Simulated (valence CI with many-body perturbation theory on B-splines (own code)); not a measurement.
The numbers below are computed, except where a source is named.
## Basis-set convergence for Ce35+

Method: relativistic CI+MBPT: five valence electrons over a frozen Dirac-Fock core [Ar], a basis of 7 s, 7 p, 8 d, 6 f, 4 g, 1 h functions for each j, with the one-electron correlation potential Σ1, the two-electron term Σ2, the three-electron term Σ3, Breit, model QED; selected CI, second order for the rest, scaled by the run's own slope (own B-spline code, finite nucleus).

The last digits are not significant, and no measured levels were compared; by estimate large intervals hold to a few tenths of a per cent, small ones and those within an open d or f shell to about a per cent. Among the levels kept, up to 650 cm⁻¹ of a level comes from second order outside the variational space, and about a tenth of that is noise between levels of different J, which matters for small intervals. Only levels of the ground parity were solved; by the run's estimate the other parity begins above the list, which can be wrong where configurations are misplaced.

The reference run has the lowest level (3d3/2^4 3d5/2) J=5/2 and an ionisation energy of 2378.45 eV. Its largest variational space holds 20417 state functions.

Levels are named by their leading jj configuration (3d3/2^4 stands for four electrons in 3d with j = 3/2), which in mixed levels can hold well under half, so a name can repeat and another be missing. Letters in brackets count levels of one name in rising energy.

Changed runs:
A. basis 6 s, 6 p, 5 d, 5 f, 1 g
B. basis 5 s, 5 p, 4 d, 4 f

Excitation energies of the reference run in cm⁻¹, and shifts in cm⁻¹:

```tsv
Level	Reference	A	B
(3d3/2^3 3d5/2^2) J=5/2 [a]	119137	-4.9	+188
(3d3/2^3 3d5/2^2) J=7/2 [a]	189371	+138	+780
(3d3/2^3 3d5/2^2) J=3/2 [a]	195719	+120	+685
(3d3/2^3 3d5/2^2) J=11/2	199129	+161	+769
(3d3/2^3 3d5/2^2) J=9/2	221867	+142	+938
(3d3/2^3 3d5/2^2) J=5/2 [b]	231357	+103	+875
(3d3/2^3 3d5/2^2) J=1/2	241153	+132	+823
(3d3/2^3 3d5/2^2) J=7/2 [b]	270495	+269	+1402
(3d3/2^2 3d5/2^3) J=5/2 [a]	304491	+118	+685
(3d3/2^3 3d5/2^2) J=3/2 [b]	330057	+314	+1338
(3d3/2^2 3d5/2^3) J=7/2 [a]	338643	+65	+801
(3d3/2^2 3d5/2^3) J=11/2	345051	+105	+744
Ionisation energy (eV)	2378.45	-0.10	-0.16
```
